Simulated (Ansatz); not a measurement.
Program: Ansatz 0.2.0.

A structure relaxed at PBE0-D4/def2-TZVP, charge 0, multiplicity 1:

Cartesian coordinates in Å:
```
C -1.751 -1.252 0.081
C -1.735 0.070 -0.080
Si -0.181 1.056 -0.283
O -0.353 2.444 0.602
Ge 1.708 -0.228 0.457
O 1.751 -1.814 -0.392
H -0.839 -1.841 0.125
H -2.682 -1.806 0.167
H -2.685 0.601 -0.120
H 0.030 1.418 -1.719
H 0.184 3.197 0.353
H 1.630 -0.633 1.938
H 3.052 0.502 0.209
H 1.870 -1.716 -1.339
```

Give its formula and SMILES.

C2H8GeO2Si, `C=C[SiH](O)[GeH2][OH]`.

Point group (tolerance 0.08 Å, 0.16 Å for H)?

C1.

Summarise the bond lengths by kind.

1 × C–C 1.331 Å; 3 × C–H 1.087 to 1.090 Å; 1 × C–Si 1.852 Å; 1 × O–Si 1.655 Å; 1 × Ge–Si 2.401 Å; 1 × H–Si 1.497 Å; 2 × H–O 0.958 to 0.960 Å; 1 × Ge–O 1.800 Å; 2 × Ge–H 1.537 to 1.549 Å.
